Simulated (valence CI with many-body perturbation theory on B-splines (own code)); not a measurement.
## Forbidden lines of Ge18+

Method: valence CI with perturbative core correlation (CI+MBPT): four valence electrons over a frozen Dirac-Fock core [Ne], a basis of 11 s, 11 p, 9 d, 7 f, 5 g, 2 h, 1 i functions for each j, with the one-electron correlation potential Σ1, the two-electron term Σ2, the three-electron term Σ3, Breit, model QED; selected CI, second order for the rest (own B-spline code, finite nucleus).

No measured spectrum was set against this ion. As an estimate, levels of excited configurations hold to 0.05 to 0.15 % of their energy, terms of the ground configuration to about 0.5 %.

Lines 1 to 12 of 12 in falling wavelength, among levels below 149.55 eV, chosen from the decays that carry over 1 % of a level's rate. Wavelengths and rates use the calculated energies, so an error of 300 cm⁻¹ moves a line at 1808 Å by 0.54 % and its rate by three times that or more. Electric multipoles are in the length gauge, E1 and E2 with the static RPA response of the core. S is in atomic units (e²a₀⁴ for E2 and M2, e²a₀⁶ for E3), for M1 in squared Bohr magnetons. Weak lines are less certain than strong ones. Lines between different terms over intervals too small for the method are left out, as are lines whose strength nearly cancels.

Names give the largest LS component (configuration and term), which can be under half, so a name can repeat, a term be missing and a line seem to break the LS rules; names also repeat where a configuration has a term twice.

| λ vac (Å) | Upper | Lower | Type | A (s⁻¹) | S (a.u.) |
| --- | --- | --- | --- | --- | --- |
| 5158 | 3s2 3p2 3P_2 | 3s2 3p2 3P_1 | M1 | 7.07e+01 | 1.80e+00 |
| 3085 | 3s2 3p 3d 3F°_4 | 3s2 3p 3d 3F°_3 | M1 | 6.68e+02 | 6.54e+00 |
| 2935 | 3s2 3p2 3P_1 | 3s2 3p2 3P_0 | M1 | 6.44e+02 | 1.81e+00 |
| 1808 | 3s2 3p2 1D_2 | 3s2 3p2 3P_2 | M1 | 1.40e+03 | 1.53e+00 |
| 1339 | 3s2 3p2 1D_2 | 3s2 3p2 3P_1 | M1 | 1.60e+03 | 7.10e-01 |
| 745.2 | 3s2 3p2 1S_0 | 3s2 3p2 3P_1 | M1 | 1.27e+04 | 1.95e-01 |
| 618.5 | 3s2 3p 3d 3F°_4 | 3s 3p3 3P°_2 | E2 | 1.92e+01 | 1.39e-02 |
| 454.2 | 3s2 3p 3d 3F°_4 | 3s 3p3 3D°_3 | M1 | 1.30e+02 | 4.06e-03 |
| 454.2 | 3s2 3p 3d 3F°_4 | 3s 3p3 3D°_3 | E2 | 1.28e+01 | 1.99e-03 |
| 428.5 | 3s2 3p 3d 3F°_4 | 3s 3p3 3D°_2 | E2 | 4.63e+01 | 5.38e-03 |
| 302.8 | 3s2 3p 3d 3F°_4 | 3s 3p3 5S°_2 | E2 | 3.29e+01 | 6.73e-04 |
| 175.2 | 3s2 3p 3d 3F°_4 | 3s2 3p2 1D_2 | M2 | 1.22e+02 | 1.62e-04 |
